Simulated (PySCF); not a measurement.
How methods differ on the excitation energy of Ge²⁺

Ge²⁺ [Ar] 3d10 4s2 (1S) → Ge²⁺ [Ar] 3d9 4s2 4p1 (high-spin determinant), as a difference of total energies. Calculation: PySCF 2.14, in aug-cc-pVTZ-DK (7s6p4d2f, 59 functions); scalar relativity by spin-free X2C-1e. The calculations carry no spin-orbit coupling.

```json
{"method": "UHF", "excitation energy (cm⁻¹)": "252800"}
{"method": "LDA", "excitation energy (cm⁻¹)": "270860"}
{"method": "PBE", "excitation energy (cm⁻¹)": "266520"}
{"method": "PBE0", "excitation energy (cm⁻¹)": "264490"}
{"method": "r2SCAN", "excitation energy (cm⁻¹)": "264530"}
{"method": "wB97X-V", "excitation energy (cm⁻¹)": "265530"}
{"method": "M06-2X", "excitation energy (cm⁻¹)": "264620"}
{"method": "MN15", "excitation energy (cm⁻¹)": "271830"}
{"method": "r2SCAN0", "excitation energy (cm⁻¹)": "263070"}
```

A first-order spin-orbit estimate (lowest level to lowest level, LS coupling) adds -0.114 eV.

The determinant of the upper state mixes LS terms, which raises its energy above the lowest term, most at the Hartree-Fock and MP2 levels.
